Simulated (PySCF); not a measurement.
C4H3FSi, SMILES C#C[SiH](F)C#C. Atoms are numbered in the order given.

```xyz
9

Si     0.4127     0.4703     0.0000
F     -0.5247     1.7955     0.0000
C      0.0323    -0.5118    -1.4953
C     -0.2032    -1.1678    -2.4890
C      0.0323    -0.5118     1.4953
C     -0.2032    -1.1678     2.4890
H      1.8234     0.9119     0.0000
H     -0.4144    -1.7504    -3.3707
H     -0.4144    -1.7504     3.3707
```
Charge 0, spin multiplicity 1.

Geometry optimised at ωB97X-D3(BJ)/def2-SVP. The structure was generated by enumeration, and PubChem lists no compound with its InChIKey, so it may never have been made.

Computed with PySCF with HF/def2-TZVP.

Symmetry labels are those of the subgroup Cs that the program uses (full group Cs).

Computed valence orbital energies around the gap with their symmetry:
| orbital | symmetry | energy (eV) |
|---|---|---|
| HOMO−7 | A" | -18.25 |
| HOMO−6 | A' | -18.07 |
| HOMO−5 | A" | -15.97 |
| HOMO−4 | A' | -14.49 |
| HOMO−3 | A' | -11.71 |
| HOMO−2 | A' | -11.42 |
| HOMO−1 | A" | -11.34 |
| HOMO | A" | -11.14 |
| LUMO | A' | 2.26 |
| LUMO+1 | A' | 3.04 |
| LUMO+2 | A" | 3.54 |
| LUMO+3 | A" | 4.31 |
